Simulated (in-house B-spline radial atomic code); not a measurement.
**B3LYP (VWN-RPA) excitations of K VIII (K7+)**

Method: B3LYP (VWN-RPA). Computed with an all-electron radial atomic-structure program (B-spline basis): linear response of the closed shell [Ne] 3s2 with the functional's adiabatic kernel; scalar-relativistic (spin-free one-electron X2C), finite nucleus, no spin-orbit coupling, no double excitations, S, P, D and F terms only.

Command:
```bash
python run_td.py task.json out
```
Settings (radii: box in bohr, nucleus in fm):
```
Z                        19
electrons                12
configuration            [Ne] 3s2
hamiltonian              x2c
method                   b3lyp
box_radius               12.81
rms_radius               3.4349
intervals                71
```

Cost of the run: 0.7 s on 1 thread of Arm Neoverse N1, with other jobs on the host.

The lowest states, in the order of their Tamm-Dancoff energies; the method's threshold (minus the highest occupied level) is 147.67 eV. Labels give the largest channel, * marks a mixed state, and oscillator strengths are full-response dipole values. Semilocal kernels can invert the small singlet-triplet splittings of Rydberg terms. Energies in eV:

```json
{"state": "3s → 3p 3P", "full response": "15.077", "Tamm-Dancoff": "15.518", "oscillator strength": "-"}
{"state": "3s → 3p 1P", "full response": "23.990", "Tamm-Dancoff": "24.798", "oscillator strength": "1.09"}
{"state": "3s → 3d 3D", "full response": "43.02", "Tamm-Dancoff": "43.15", "oscillator strength": "-"}
{"state": "3s → 3d 1D", "full response": "?", "Tamm-Dancoff": "?", "oscillator strength": "-"}
{"state": "3s → 4s 3S", "full response": "76.95", "Tamm-Dancoff": "76.96", "oscillator strength": "-"}
{"state": "3s → 4s 1S", "full response": "79.14", "Tamm-Dancoff": "79.18", "oscillator strength": "-"}
{"state": "3s → 4p 3P", "full response": "84.02", "Tamm-Dancoff": "84.03", "oscillator strength": "-"}
{"state": "3s → 4p 1P", "full response": "85.05", "Tamm-Dancoff": "85.08", "oscillator strength": "0.232"}
{"state": "3s → 4d 3D", "full response": "?", "Tamm-Dancoff": "?", "oscillator strength": "-"}
{"state": "3s → 4d 1D", "full response": "94.24", "Tamm-Dancoff": "94.24", "oscillator strength": "-"}
```

Problem. Where does 3s → 4d 3D lie?

Solution. At 93.63 eV in full response, 93.64 eV in Tamm-Dancoff.

Problem. Where does 3s → 3d 1D lie?

Solution. At 47.00 eV in full response, 47.02 eV in Tamm-Dancoff.

Problem. How large is the singlet-triplet splitting of 3s → 3p (P terms) in Tamm-Dancoff?

Solution. 9.28 eV, from the unrounded values.

Problem. What polarisabilities and dispersion coefficient does the method give?

Solution. Dipole 1.474 bohr³, quadrupole 1.023 bohr⁵, C6 1.551 hartree·bohr⁶ for two such species.
